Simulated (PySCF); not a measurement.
Electric field gradients and quadrupole coupling constants

Compound: C7H15OP.
Structure used (GFN2-xTB), in Å, numbered top down from 1:
```
atom  x, y, z in Å
C1     3.1360   -0.4622   -0.6619
C2     2.4225    0.8739   -0.4910
C3     1.2211    0.8000    0.4534
C4     0.0685   -0.0184   -0.1193
P5    -1.3716   -0.0680    1.0714
C6    -1.9694    1.6722    0.9533
C7    -2.6052   -0.8244   -0.0951
C8    -2.2423   -2.1805   -0.6352
O9    -3.6528   -0.2743   -0.3248
H10    4.0255   -0.3381   -1.2752
H11    3.4385   -0.8569    0.3057
H12    2.4945   -1.1941   -1.1464
H13    2.0918    1.2386   -1.4666
H14    3.1315    1.6021   -0.0901
H15    0.8738    1.8162    0.6541
H16    1.5324    0.3646    1.4059
H17    0.3878   -1.0498   -0.2785
H18   -0.2583    0.4019   -1.0760
H19   -1.8991    2.0412   -0.0692
H20   -3.0108    1.6858    1.2695
H21   -1.3891    2.3044    1.6230
H22   -3.1396   -2.7219   -0.9272
H23   -1.6146   -2.0515   -1.5163
H24   -1.6828   -2.7409    0.1110
```

Field gradients from the PBE0/pcSseg-1 density (PySCF, non-relativistic), principal values in atomic units, ordered |Vxx| ≤ |Vyy| ≤ |Vzz|:

```
atom     Vxx     Vyy      Vzz
  O9  0.4891  1.4227  -1.9118
```

Q: Find the asymmetry η = (Vxx − Vyy)/Vzz and the couplings χ = eQV/h (234.96 MHz × Q in barn × V in au), with Q(17O) = −0.0256 b.

A: 
| atom | environment | nucleus | η | χzz (MHz) | χxx (MHz) | χyy (MHz) |
| --- | --- | --- | --- | --- | --- | --- |
| O9 | carbonyl oxygen | 17O | 0.49 | 11.50 | -2.94 | -8.56 |

Q: What is Vzz at O9 in SI units (1 au = 9.71736 × 10²¹ V/m²)?

A: -1.9118 au = -18.578 × 10²¹ V/m².

Q: And the gradient at the other heavy atoms, for which no coupling is worked out here?

A: 
```json
{"atom": "C1", "environment": "methyl carbon", "Vzz (au)": "0.043", "η": "0.07"}
{"atom": "C2", "environment": "chain CH2 carbon", "Vzz (au)": "-0.050", "η": "0.82"}
{"atom": "C3", "environment": "chain CH2 carbon", "Vzz (au)": "0.072", "η": "0.74"}
{"atom": "C4", "environment": "sp3 carbon bound to phosphorus", "Vzz (au)": "0.088", "η": "0.46"}
{"atom": "P5", "environment": "phosphine phosphorus", "Vzz (au)": "-1.298", "η": "0.03"}
{"atom": "C6", "environment": "sp3 carbon bound to phosphorus", "Vzz (au)": "0.098", "η": "0.21"}
{"atom": "C7", "environment": "carbonyl carbon", "Vzz (au)": "0.543", "η": "0.06"}
{"atom": "C8", "environment": "methyl carbon next to a carbonyl", "Vzz (au)": "-0.057", "η": "0.94"}
```

Were the hydrogens deuterons (Q(2H) = 0.00286 b), χzz would run from 202 kHz (H18 and H16) to 213 kHz (H12, H21 and H10).

The structure is a single GFN2-xTB conformer in the gas phase; no vibrational or solvent corrections. GFN2-xTB bond lengths can be off by several hundredths of an ångström, more for odd bonds, and the gradients follow them. With so small a basis the couplings can be 20 % off.
